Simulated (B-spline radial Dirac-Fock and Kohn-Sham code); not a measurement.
**Subshell photoionisation cross sections of Zr⁴⁺ against photon energy**

System: Zr⁴⁺, configuration [Ar] 3d10 4s2 4p6.

Method: the independent-particle Dirac-Slater model, thresholds from Dirac-Fock. Computed with a radial B-spline solver. Values are in kb per electron; a dash marks an energy below the computed threshold.

| hν (eV) | 1s | 3s | 3d5/2 | 4p1/2 | 4p3/2 |
| --- | --- | --- | --- | --- | --- |
| 150 | – | – | – | 57.8 | 66.8 |
| 217 | – | – | – | 45.6 | 50.5 |
| 1790 | – | 10.8 | 5.24 | 1.79 | 1.71 |
| 2590 | – | 5.46 | 1.52 | 0.783 | 0.739 |
| 4670 | – | 1.70 | 0.182 | 0.181 | 0.166 |
| 4930 | – | 1.52 | 0.148 | 0.157 | 0.143 |
| 7380 | – | 0.648 | 0.0312 | 0.0517 | 0.0463 |
| 7910 | – | 0.557 | 0.0237 | 0.0424 | 0.0378 |
| 10500 | – | 0.296 | 0.00756 | 0.0185 | 0.0162 |
| 16200 | – | 0.107 | 0.00124 | 0.00487 | 0.00416 |
| 16500 | – | 0.102 | 0.00115 | 0.00460 | 0.00393 |
| 22000 | 3.66 | 0.0505 | 0.000335 | 0.00183 | 0.00153 |
| 31000 | 1.47 | 0.0210 | 7.53e-05 | 0.000589 | 0.000481 |
| 31100 | 1.45 | 0.0209 | 7.42e-05 | 0.000583 | 0.000475 |
| 43400 | 0.578 | 0.00864 | 1.72e-05 | 0.000189 | 0.000150 |
| 46000 | 0.490 | 0.00739 | 1.33e-05 | 0.000155 | 0.000122 |
| 78200 | 0.107 | 0.00170 | 1.29e-06 | 2.49e-05 | 1.86e-05 |
| 86100 | 0.0804 | 0.00130 | 8.47e-07 | 1.79e-05 | 1.32e-05 |
| 95600 | 0.0591 | 0.000964 | 5.37e-07 | 1.25e-05 | 9.06e-06 |
| 126000 | 0.0262 | 0.000437 | 1.64e-07 | 4.82e-06 | 3.39e-06 |
| 147000 | 0.0166 | 0.000280 | 8.55e-08 | 2.85e-06 | 1.96e-06 |

At 147000 eV the multipoles beyond E1 give 33.5 % of 1s, 34.4 % of 3s, 67.9 % of 3d5/2, 49.5 % of 4p1/2, 47.1 % of 4p3/2.

Run: 6.1 s of CPU time on 1 thread of Neoverse-N1 (shared host), peak memory 0.33 GiB.
